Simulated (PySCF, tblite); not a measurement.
Isomers of C4H2F3O2 (doublet state), one GFN2-xTB conformer each. Single-point energies are computed at B3LYP/pcH-1 (PySCF, gas phase, no added dispersion term), electronic only. GFN2-xTB treats the open shell by occupation alone, and not every SCF solution was tested for stability.

Question: Rank them by B3LYP/pcH-1 energy, lowest first (kcal/mol).
A. `[O:1]=[CH:2][O:3]/[C:4]=[CH:5]/[C:6]([F:7])([F:8])[F:9]` (doublet state) with O1–C2–O3–C4 1°, C2–O3–C4–C5 -4°
B. `[O:1]=[CH:2][O:3]/[CH:4]=[C:5]/[C:6]([F:7])([F:8])[F:9]` (doublet state) with O1–C2–O3–C4 0°, C2–O3–C4–C5 0°
C. `[O:1]=[C:2][O:3]/[CH:4]=[CH:5]/[C:6]([F:7])([F:8])[F:9]` (doublet state) with O1–C2–O3–C4 0°, C2–O3–C4–C5 0°

Answer: C (0.0), A (12.7), B (15.3).

Neighbours under 5.0 kcal/mol apart (O=CO/[C]=C/C(F)(F)F and O=CO/C=[C]/C(F)(F)F) can change places with a better method, another conformer or zero-point energy. GFN2-xTB itself gives, in the same order: 0.0, 10.4, 12.0. Both levels put the same isomer lowest; measured from each level's own lowest isomer, the values differ by up to 3.3 kcal/mol (O=CO/C=[C]/C(F)(F)F: 12.0 against 15.3).

What happens when harmonic zero-point energies from GFN2-xTB frequencies are added?

```json
{"SMILES": "O=[C]O/C=C/C(F)(F)F", "ZPE (kcal/mol)": "35.1", "electronic (kcal/mol)": "0.0", "with ZPE (kcal/mol)": "0.0"}
{"SMILES": "O=CO/[C]=C/C(F)(F)F", "ZPE (kcal/mol)": "34.1", "electronic (kcal/mol)": "12.7", "with ZPE (kcal/mol)": "11.7"}
{"SMILES": "O=CO/C=[C]/C(F)(F)F", "ZPE (kcal/mol)": "34.6", "electronic (kcal/mol)": "15.3", "with ZPE (kcal/mol)": "14.9"}
```

The zero-point energies span 1.0 kcal/mol. The order is unchanged.
